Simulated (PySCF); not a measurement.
n-butyl acetate (C₆H₁₂O₂), singlet, geometry from GFN2-xTB; BLYP/STO-3G run with PySCF.

Here is a job for PySCF.
```python
from pyscf import gto, scf, dft

mol = gto.Mole()
mol.atom = '''
    C    -3.89440677    0.59454652   -0.33914431
    C    -2.68001968   -0.31588928   -0.20491072
    C    -1.38482384    0.48734588   -0.11951388
    C    -0.17218977   -0.42092200    0.01524335
    O     1.00033746    0.39177182    0.08275542
    C     2.16802990   -0.25184192    0.17766581
    C     3.31561892    0.72248799    0.23727749
    O     2.26799694   -1.44948390    0.20894184
    H    -3.81830555    1.20228703   -1.23782775
    H    -4.80696323    0.00670346   -0.39843415
    H    -3.96943663    1.25962206    0.51805895
    H    -2.78316202   -0.93130463    0.69123698
    H    -2.63196905   -0.98823606   -1.06403610
    H    -1.41976689    1.15834622    0.74057834
    H    -1.26798427    1.09989802   -1.01525903
    H    -0.23298041   -1.03303909    0.92249391
    H    -0.08587689   -1.09870449   -0.84185072
    H     3.18703026    1.38072010    1.09268432
    H     3.31828247    1.33210993   -0.66271262
    H     4.25120428    0.17893113    0.32178314
'''
mol.basis = 'sto-3g'
mol.verbose = 4
mol.build()

mf = dft.RKS(mol)
mf.xc = 'blyp'
mf.kernel()
```

The log (banner, timings and long lists left out):

```
PySCF version 2.14.0

[INPUT] verbose = 4
[INPUT] num. atoms = 20
[INPUT] num. electrons = 64
[INPUT] charge = 0
[INPUT] spin (= nelec alpha-beta = 2S) = 0
[INPUT] symmetry False subgroup None
[INPUT] Mole.unit = angstrom
[INPUT] Symbol           X                Y                Z      unit          X                Y                Z       unit  Magmom
[INPUT]  1 C     -3.894406770000   0.594546520000  -0.339144310000 AA   -7.359362212952   1.123530091113  -0.640889862605 Bohr   0.0
[INPUT]  2 C     -2.680019680000  -0.315889280000  -0.204910720000 AA   -5.064503203644  -0.596944224886  -0.387225140787 Bohr   0.0
[INPUT]  3 C     -1.384823840000   0.487345880000  -0.119513880000 AA   -2.616937788369   0.920950241135  -0.225848501284 Bohr   0.0
[INPUT]  4 C     -0.172189770000  -0.420922000000   0.015243350000 AA   -0.325391506752  -0.795427299804   0.028805756721 Bohr   0.0
[INPUT]  5 O      1.000337460000   0.391771820000   0.082755420000 AA    1.890363831543   0.740341443122   0.156385079123 Bohr   0.0
[INPUT]  6 C      2.168029900000  -0.251841920000   0.177665810000 AA    4.096982740868  -0.475912255485   0.335739722599 Bohr   0.0
[INPUT]  7 C      3.315618920000   0.722487990000   0.237277490000 AA    6.265611692226   1.365304429388   0.448389471624 Bohr   0.0
[INPUT]  8 O      2.267996940000  -1.449483900000   0.208941840000 AA    4.285893067952  -2.739127592966   0.394842853563 Bohr   0.0
[INPUT]  9 H     -3.818305550000   1.202287030000  -1.237827750000 AA   -7.215551749407   2.271993209817  -2.339155436887 Bohr   0.0
[INPUT] 10 H     -4.806963230000   0.006703460000  -0.398434150000 AA   -9.083843995555   0.012667703487  -0.752931422174 Bohr   0.0
[INPUT] 11 H     -3.969436630000   1.259622060000   0.518058950000 AA   -7.501148099516   2.380340713860   0.978989531880 Bohr   0.0
[INPUT] 12 H     -2.783162020000  -0.931304630000   0.691236980000 AA   -5.259413978091  -1.759910689239   1.306248579371 Bohr   0.0
[INPUT] 13 H     -2.631969050000  -0.988236060000  -1.064036100000 AA   -4.973700672832  -1.867495499819  -2.010736815650 Bohr   0.0
[INPUT] 14 H     -1.419766890000   1.158346220000   0.740578340000 AA   -2.682970582825   2.188957113225   1.399490236385 Bohr   0.0
[INPUT] 15 H     -1.267984270000   1.099898020000  -1.015259030000 AA   -2.396143000557   2.078506022751  -1.918561512192 Bohr   0.0
[INPUT] 16 H     -0.232980410000  -1.033039090000   0.922493910000 AA   -0.440269167289  -1.952160956070   1.743260841479 Bohr   0.0
[INPUT] 17 H     -0.085876890000  -1.098704490000  -0.841850720000 AA   -0.162283802529  -2.076250577930  -1.590867298568 Bohr   0.0
[INPUT] 18 H      3.187030260000   1.380720100000   1.092684320000 AA    6.022614342101   2.609182843682   2.064874105407 Bohr   0.0
[INPUT] 19 H      3.318282470000   1.332109930000  -0.662712620000 AA    6.270645072245   2.517322935514  -1.252345351093 Bohr   0.0
[INPUT] 20 H      4.251204280000   0.178931130000   0.321783140000 AA    8.033611788779   0.338130830859   0.608082006103 Bohr   0.0

nuclear repulsion = 377.934595392998
number of shells = 36
number of NR pGTOs = 156
number of NR cGTOs = 52
basis = sto-3g
ecp = {}

******** <class 'pyscf.dft.rks.RKS'> ********
method = RKS
initial guess = minao
damping factor = 0
level_shift factor = 0
DIIS = <class 'pyscf.scf.diis.CDIIS'>
diis_start_cycle = 1
diis_space = 8
diis_damp = 0
SCF conv_tol = 1e-09
SCF conv_tol_grad = None
SCF max_cycles = 50
direct_scf = True
direct_scf_tol = 1e-13
XC library pyscf.dft.libxc version 7.1.2
    S. Lehtola, C. Steigemann, M. J. T. Oliveira, and M. A. L. Marques,  SoftwareX 7, 1–5 (2018)
XC functionals = blyp
    A. D. Becke,  Phys. Rev. A 38, 3098 (1988)
    C. Lee, W. Yang, and R. G. Parr,  Phys. Rev. B 37, 785 (1988)
    B. Miehlich, A. Savin, H. Stoll, and H. Preuss,  Chem. Phys. Lett. 157, 200 (1989)
radial grids:
    Treutler-Ahlrichs [JCP 102, 346 (1995); DOI:10.1063/1.469408] (M4) radial grids

becke partition: Becke, JCP 88, 2547 (1988); DOI:10.1063/1.454033
pruning grids: <function nwchem_prune>
grids dens level: 3
symmetrized grids: False
atomic radii adjust function: <function treutler_atomic_radii_adjust>
small_rho_cutoff = 0
Set gradient conv threshold to 3.16228e-05
Initial guess from minao.
tot grids = 230568
init E= -381.98488156816
  HOMO = -0.311171893132922  LUMO = -0.0253014899277647  gap/eV = 7.77893
cycle= 1 E= -380.969611245327  delta_E= 1.02  |g|= 0.787  |ddm|= 5.54
  HOMO = 0.0782299208311383  LUMO = 0.207280881899285  gap/eV = 3.51166
cycle= 2 E= -380.163863122348  delta_E= 0.806  |g|= 1.92  |ddm|= 3.03
  HOMO = -0.0648757283778606  LUMO = 0.117446515478738  gap/eV = 4.96124
cycle= 3 E= -381.018740849258  delta_E= -0.855  |g|= 0.737  |ddm|= 2.54
  HOMO = -0.0632468993488711  LUMO = 0.122563749981964  gap/eV = 5.05617
cycle= 4 E= -381.163648342944  delta_E= -0.145  |g|= 0.131  |ddm|= 0.997
  HOMO = -0.0773105710053156  LUMO = 0.108590746438742  gap/eV = 5.05863
cycle= 5 E= -381.168651321148  delta_E= -0.005  |g|= 0.0342  |ddm|= 0.182
  HOMO = -0.0785205037550022  LUMO = 0.107887842141486  gap/eV = 5.07243
cycle= 6 E= -381.168984332842  delta_E= -0.000333  |g|= 0.00475  |ddm|= 0.0429
  HOMO = -0.0779889934547217  LUMO = 0.10860399164109  gap/eV = 5.07745
cycle= 7 E= -381.168990075474  delta_E= -5.74e-06  |g|= 0.00151  |ddm|= 0.00659
  HOMO = -0.078265013972644  LUMO = 0.108397145162917  gap/eV = 5.07934
cycle= 8 E= -381.168990756469  delta_E= -6.81e-07  |g|= 0.000423  |ddm|= 0.00211
  HOMO = -0.0783493931727522  LUMO = 0.108322614442994  gap/eV = 5.07960
cycle= 9 E= -381.168990816255  delta_E= -5.98e-08  |g|= 9.47e-05  |ddm|= 0.000605
  HOMO = -0.0783517562584531  LUMO = 0.108325668621549  gap/eV = 5.07975
cycle= 10 E= -381.168990818647  delta_E= -2.39e-09  |g|= 1.11e-05  |ddm|= 0.000103
  HOMO = -0.0783514395586482  LUMO = 0.108325887348489  gap/eV = 5.07975
cycle= 11 E= -381.168990818685  delta_E= -3.82e-11  |g|= 2.63e-06  |ddm|= 1.52e-05
  HOMO = -0.0783522759574672  LUMO = 0.108325410124166  gap/eV = 5.07976
Extra cycle  E= -381.168990818671  delta_E= 1.42e-11  |g|= 7.36e-06  |ddm|= 1.29e-05
converged SCF energy = -381.168990818671
```
